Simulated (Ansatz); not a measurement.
Breaking a bond: SiH (cation, charge +1), singlet.

Method: full CI/cc-pVDZ, frozen core (Ansatz, a quantum-chemistry and plane-wave program).

Q: Relative to R = 1.52 Å, what are the energies at R = 1.31, 1.87, 3.06, 4.60 Å?

A: 48.5 kJ/mol at 1.31 Å, 59.4 kJ/mol at 1.87 Å, 276.3 kJ/mol at 3.06 Å, 301.9 kJ/mol at 4.60 Å.
